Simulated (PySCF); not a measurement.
How methods differ on the ionisation energy of O²⁺

O²⁺ [He] 2s2 2p2 (3P) → O³⁺ [He] 2s2 2p1 (2P), as a difference of total energies. Computed with PySCF 2.14 in cc-pVDZ, with the non-relativistic Hamiltonian (point nucleus). Correlated levels: valence: 1s2 frozen. The calculations carry no spin-orbit coupling.

Order these methods by the ionisation energy they give, lowest first.
A. CCSD(T) (valence)
B. SCS-MP2 (valence)
C. MP2 (valence)
D. LDA

A (54.516 eV), B (54.661 eV), C (54.764 eV), D (55.456 eV).

Errors of the correlated levels include the incompleteness of this basis and the frozen core.

For comparison: 54.936 eV (semi-empirical (NIST evaluation); NIST Atomic Spectra Database, ionization energies).
